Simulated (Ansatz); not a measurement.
```yaml
crystal:
  periodic: [false, false, false]
  atoms:
    - {symbol: Cl, position_ang: [-0.801836, -0.172124, 1.971554]}
    - {symbol: Ge, position_ang: [0.002100, -0.016296, 0.011119]}
    - {symbol: Br, position_ang: [1.850558, -1.336040, -0.141272]}
    - {symbol: Br, position_ang: [-1.564726, -0.701824, -1.491183]}
    - {symbol: Xx, position_ang: [0.563903, 2.152585, -0.391518]}
basis:
  gaussian: {orbitals: ANO-RCC-VTZP, point_charges: [{charge: 1.00, position_ang: [5.192, -0.352, 0.788]}]}
hamiltonian: {xc: {name: SVWN5}}
```

```sh
$ ansatz run in.yaml --threads 4 --pin off --events-out ev --progress --plain --max-ram 11315MiB
```

It prints (some lines left out):

```
Error: YAML parse error: error: line 8 column 16: `Xx` is not an element symbol (H … Og, case-exact)
 6 |     - {symbol: Br, position_ang: [1.850558, -1.336040, -0.141272]}
 7 |     - {symbol: Br, position_ang: [-1.564726, -0.701824, -1.491183]}
 8 |     - {symbol: Xx, position_ang: [0.563903, 2.152585, -0.391518]}
 9 | basis:
10 |   gaussian: {orbitals: ANO-RCC-VTZP, point_charges: [{charge: 1.00, position_ang…
```

**Question.** What is wrong with this run?

**Answer.** An element symbol is wrong. The program refused the input.
